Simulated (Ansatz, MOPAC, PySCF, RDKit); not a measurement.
Pair of molecules: C2H4 (SMILES C=C) (first 6 atoms) with CH6Si (SMILES C[SiH3]); geometry from B3LYP-D3(BJ)/def2-TZVP, rigid monomers moved along the line of their centres of mass till H3···Si8 is 4.65 Å.
(charge 0, multiplicity 1):
```xyz
14

C      0.49074    -0.01534     0.01816
C     -0.80891     0.21796     0.12473
H      1.21802     0.54424     0.59331
H      0.88059    -0.77580    -0.64766
H     -1.53757    -0.34112    -0.44987
H     -1.19579     0.97848     0.79195
C     -0.66366    -1.08665     5.10372
Si     0.62987     0.26630     5.19455
H     -1.61779    -0.74029     5.50529
H     -0.35226    -1.96019     5.67945
H     -0.81900    -1.39466     4.06915
H      0.19894     1.46381     4.43210
H      1.92173    -0.19789     4.63315
H      0.85900     0.67777     6.60199
```

```
level                        interaction energy (kJ/mol)  cost
---------------------------  ---------------------------  ----
UFF                                                 -2.4     -
PM3                                                  0.1     -
PM6                                                  0.1     -
HF/STO-3G (no counterpoise)                         -0.2     -
HF/3-21G (no counterpoise)                          -1.5     -
HF/6-31G* (no counterpoise)                         -1.6     -
PBE/def2-TZVPPD                                     -1.3    ×1
r2SCAN-D4/def2-TZVPPD                               -2.3    ×1
PBE0/def2-TZVPPD                                    -1.1    ×1
PBE0-D3(BJ)/def2-TZVPPD                             -2.9    ×1
PBE0-D4/def2-TZVPPD                                 -2.7    ×1
wB97M-V/def2-TZVPPD                                 -2.3    ×3
MP2/6-31G*                                          -1.3     -
CCSD(T)/aug-cc-pV(D+d)Z                             -2.2   ×10
```

The rows run from -2.9 (PBE0-D3(BJ)/def2-TZVPPD) to 0.1 kJ/mol (PM6). The dispersion term adds -1.7 in PBE0-D3(BJ), -1.6 in PBE0-D4. The 3 functionals in def2-TZVPPD without D3 or D4 span 1.2, from wB97M-V to PBE0.

Monomers are frozen at their geometry in the pair; levels with a basis set take the counterpoise correction. Rows marked so take none. RDKit's UFF carries no charges.

Correlated levels freeze the cores. Rows in 3-21G, 6-31G*, STO-3G carry no dispersion term and start afresh at each structure (6-31G* with six Cartesian d functions). MP2/6-31G* freezes PySCF's default core. The state that PM3, PM6 reach isn't checked.

Programs: Ansatz (a quantum-chemistry and plane-wave program) with Gaussian orbitals; MOPAC for PM3, PM6 (differences of heats of formation); PySCF for 3-21G rows, 6-31G* rows, STO-3G rows, the dispersion terms; RDKit for the force fields. Each number belongs to the level named beside it.

Costs are rough ratios of core time to PBE/def2-TZVPPD (about 15 s over the structures, on one shared machine); a dash marks a level with no comparable run of its own.
